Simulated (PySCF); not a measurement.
## Partial charges of `C#CP(C#CC)CCCC`

Species: C₉H₁₃P.
Numbering: `[CH:1]#[C:2][P:3]([C:4]#[C:5][CH3:6])[CH2:7][CH2:8][CH2:9][CH3:10]` (hydrogens: H11 on C1; H12, H13, H14 on C6; H15, H16 on C7; H17, H18 on C8; H19, H20 on C9; H21, H22, H23 on C10)

Geometry (GFN2-xTB, Å), atoms numbered from 1 in this order:
```xyz
23
C9H13P angstrom
C      2.4715   -3.5100    0.0481
C      1.9008   -2.5602    0.5144
P      1.0965   -1.2122    1.3394
C      2.0013    0.0679    0.5188
C      2.6660    0.9735    0.0829
C      3.4484    2.0381   -0.5035
C     -0.4296   -1.1889    0.2523
C     -1.2926    0.0359    0.5344
C     -2.5689    0.0270   -0.3042
C     -3.4308    1.2560   -0.0436
H      2.9645   -4.3258   -0.3954
H      4.2987    1.6183   -1.0413
H      3.8165    2.7043    0.2770
H      2.8380    2.6116   -1.2013
H     -0.1298   -1.2126   -0.7999
H     -0.9940   -2.1029    0.4649
H     -1.5579    0.0616    1.5955
H     -0.7181    0.9407    0.3159
H     -3.1427   -0.8743   -0.0741
H     -2.3033   -0.0126   -1.3635
H     -4.3428    1.2154   -0.6348
H     -2.8910    2.1631   -0.3066
H     -3.7054    1.3132    1.0075
```

Density: PBE0/pcSseg-1 (PySCF); schemes: Mulliken, IAO, Hirshfeld and ESP-fitted. Isolated species at its GFN2-xTB geometry (one conformer only).

Task: Atoms with like bonding are taken together and averaged. For which atoms does the sign change between the 4 schemes (beyond +0.03 e in one, beyond −0.03 e in another)?

Result: C2, P3, C5, C8 and C9.

Task: At which atom do the 4 schemes differ most?

Result: At P3: from -0.035 (ESP-fitted) to +0.746 e (Mulliken), 0.781 e apart.

Task: Give the atomic charges in each scheme.

Result: In e; atoms taken as equivalent share a row and are averaged (×n: the atom named and its like, n in all):

```csv
atom,environment,Mulliken,IAO,Hirshfeld,ESP-fitted
C1,terminal alkyne carbon,-0.371,-0.217,-0.102,-0.544
C2,alkyne carbon,-0.056,-0.261,-0.112,+0.219
P3,phosphine phosphorus,+0.746,+0.624,+0.214,-0.035
C4,alkyne carbon,-0.240,-0.321,-0.136,-0.269
C5,alkyne carbon,-0.350,-0.012,-0.030,+0.204
C6,propargylic carbon,-0.175,-0.438,-0.093,-0.560
C7,sp3 carbon bound to phosphorus,-0.418,-0.417,-0.105,-0.421
C8,chain CH2 carbon,-0.250,-0.251,-0.071,+0.302
C9,chain CH2 carbon,-0.270,-0.243,-0.063,+0.048
C10,methyl carbon,-0.254,-0.416,-0.117,-0.327
H11,alkyne hydrogen,+0.051,+0.201,+0.094,+0.341
H12/H13/H14,methyl hydrogen,+0.152,+0.174,+0.063,+0.189
H15/H16,methylene hydrogen,+0.153,+0.147,+0.039,+0.136
H17/H18,methylene hydrogen,+0.131,+0.131,+0.032,-0.013
H19/H20,methylene hydrogen,+0.115,+0.129,+0.036,-0.001
H21/H22/H23,methyl hydrogen,+0.111,+0.138,+0.039,+0.077
```

Mean size of the charges over all atoms: IAO 0.224 e, Mulliken 0.207 e, ESP-fitted 0.191 e, Hirshfeld 0.072 e. Each set sums to the total charge, 0, to within 0.001 e. The Hirshfeld scheme divides the density at each point in proportion to the densities of the neutral, spherically averaged free atoms. The ESP scheme fits charges at the nuclei, held to the total charge, to the electrostatic potential on points at 1.4 to 2.0 times the van der Waals radii.

Some averages cover members that differ in this geometry: H15/H16, ESP-fitted +0.109 to +0.162; H21/H22/H23, ESP-fitted +0.066 to +0.096 e.

Task: Sum the charges by element, for elements with more than one atom.

Result: 
| element | atoms | Mulliken | IAO | Hirshfeld | ESP-fitted |
| --- | --- | --- | --- | --- | --- |
| C | 9 | -2.383 | -2.575 | -0.829 | -1.347 |
| H | 13 | +1.638 | +1.952 | +0.615 | +1.382 |

Task: How closely do the schemes follow one another over all atoms?

Result: Correlation coefficient and root-mean-square difference: IAO with Hirshfeld 0.97, 0.180 e; Mulliken with Hirshfeld 0.90, 0.183 e; Mulliken with IAO 0.89, 0.119 e; IAO with ESP-fitted 0.55, 0.242 e; Hirshfeld with ESP-fitted 0.52, 0.218 e; Mulliken with ESP-fitted 0.40, 0.275 e.
